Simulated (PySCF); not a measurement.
Diatomics with 39 electrons

CCSD(T) in PySCF with def2-TZVPPD on every atom, for the lowest determinant that a PBE0 search found; no spin–orbit coupling. All have 39 electrons, 9 of them in the valence shells, and the same state, a doublet (σ ↑). For ions De leads to the atom and ion picked by measured ionisation energies and electron affinities.

```
species  difference of nuclear charges  Re (Å)  ωe (cm⁻¹)  k (mdyn/Å)  De (eV)  dissociates to
   BAs⁻                             28   1.814        866        4.24      n/a         B + As⁻
    GaO                             23   1.708        756        4.38     4.20          Ga + O
   GaF⁺                             22   1.699        752        4.96     1.64         Ga⁺ + F
   BBr⁺                             30   1.756        945        5.08     3.05         B⁺ + Br
```

Correlated steps freeze 10 core orbitals. UHF and ROHF references stand side by side, which adds small steps between rows. Spin–orbit coupling is left out. For an ion De counts to the pair picked by the measured ionisation energies or electron affinities, which need not be the lowest pair at this level. The CCSD T1 diagnostic is raised in GaO, a sign that a single reference may not be enough there. States were picked by a PBE0 search and need not be the measured ground states.
